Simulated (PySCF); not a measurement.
Zr(OEt)(H)3 (C2H8OZr), SMILES CC[O][ZrH3], multiplicity 1.

The structure is a stationary point at PBE0-D3(BJ)/def2-SVP. The spin state was assumed, not searched. The structure was generated by enumeration; whether it is a known compound was not checked. The def2 effective core potentials stand for the cores of Zr; spin–orbit coupling is left out. One conformer was computed; it need not be the lowest.

The numbers are results of B3LYP/def2-TZVP run with PySCF, not measurements.

Isolated molecule, no solvent.

Computed frontier levels, gap, dipole moment and polarisability:
```
Quantity                                                                                                       Result
---------------------------------------------------------------------------------------------  ----------------------
highest occupied level                                                                                       -7.67 eV
lowest empty level                                                                                           -1.88 eV
orbital gap                                                                                                   5.79 eV
dipole moment                                                                                                  2.38 D
quadrupole, principal values (traceless, Buckingham form, about the centre of nuclear charge)  -4.57, -4.07, 8.64 D·Å
mean static polarisability                                                                      79.0 bohr³ (11.70 Å³)
polarisability, principal values                                                               71.2, 73.2, 92.5 bohr³
```
